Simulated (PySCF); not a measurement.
# PbO(OH)₂, singlet: computed properties

All numbers come from PBE0 in PySCF with Pb def2-SVP with ECP60, O def2-SVP, H def2-SVP; scalar-relativistic core potentials, no spin–orbit coupling; density-fitted integrals.

The structure is a minimum.

Z-matrix (Å, degrees; charge 0 multiplicity 1):
```
Pb
O  1 1.9322
O  1 2.0899 2 130.18
O  1 2.0645 2 138.59 3 180.00
H  3 0.9672 1 110.22 2 0.00
H  4 0.9702 1 104.99 2 180.00
```

```
Point group                                                                   : Cs
Bond lengths                                                                  : O–H 0.967 Å, O–H 0.970 Å, Pb–O 1.932 Å, Pb–O 2.064 Å, Pb–O 2.090 Å
Bond angles                                                                   : H–O–Pb 105.0°, H–O–Pb 110.2°, O–Pb–O 91.2°, O–Pb–O 130.2°, O–Pb–O 138.6°
Heat capacity Cp at 298.15 K                                                  : 87.8 J/(mol K)
Principal quadrupole moments (Buckingham, traceless) about the centre of mass : -9.90, 3.36, 6.54 D Å
Enthalpy at 298.15 K above 0 K                                                : 18.83 kJ/mol
Zero-point energy                                                             : 73.9 kJ/mol
Entropy at 298.15 K and 1 bar                                                 : 342.3 J/(mol K)
Lowest empty level                                                            : -3.29 eV
Dipole moment                                                                 : 2.40 D
Principal polarisabilities                                                    : 26.2, 44.9, 59.8 bohr³
Highest occupied level                                                        : -7.86 eV
Rotational constants                                                          : 0.2184, 0.1276, 0.08053 cm⁻¹
Rotational symmetry number                                                    : 1
Atomisation energy without zero-point energy                                  : 1603 kJ/mol
```

Harmonic modes (masses in u: Pb 207.977, O 15.995, H 1.008):
```tsv
symmetry	ω (cm⁻¹)	IR (km/mol)
a'	110	31.4
a''	125	20.3
a'	143	13.0
a''	292	144
a''	386	75.3
a'	553	64.6
a'	570	35.1
a'	711	25.6
a'	847	69.8
a'	943	68.6
a'	3821	101
a'	3855	78.6
```

Charges (e):
```json
{"atom": "Pb1", "Mulliken": "1.04", "Löwdin": "0.81", "polar tensor": "1.41", "Mayer order to Pb1": "–"}
{"atom": "O2", "Mulliken": "-0.50", "Löwdin": "-0.41", "polar tensor": "-0.51", "Mayer order to Pb1": "1.60"}
{"atom": "O3", "Mulliken": "-0.49", "Löwdin": "-0.30", "polar tensor": "-0.74", "Mayer order to Pb1": "0.89"}
{"atom": "O4", "Mulliken": "-0.46", "Löwdin": "-0.27", "polar tensor": "-0.68", "Mayer order to Pb1": "0.93"}
{"atom": "H5", "Mulliken": "0.19", "Löwdin": "0.08", "polar tensor": "0.25", "Mayer order to Pb1": "0.02"}
{"atom": "H6", "Mulliken": "0.22", "Löwdin": "0.09", "polar tensor": "0.26", "Mayer order to Pb1": "0.02"}
```
Other Mayer orders above 0.3: O–H 0.96 (×2).

Mulliken populations on Pb1 (electrons outside its core potential): s 3.39, p 7.28, d 10.29.

This need not be the most stable arrangement of these atoms. Spin–orbit coupling, left out here, can matter for elements this heavy.

The final relaxation and frequency run took about 10 core-minutes on a shared host.
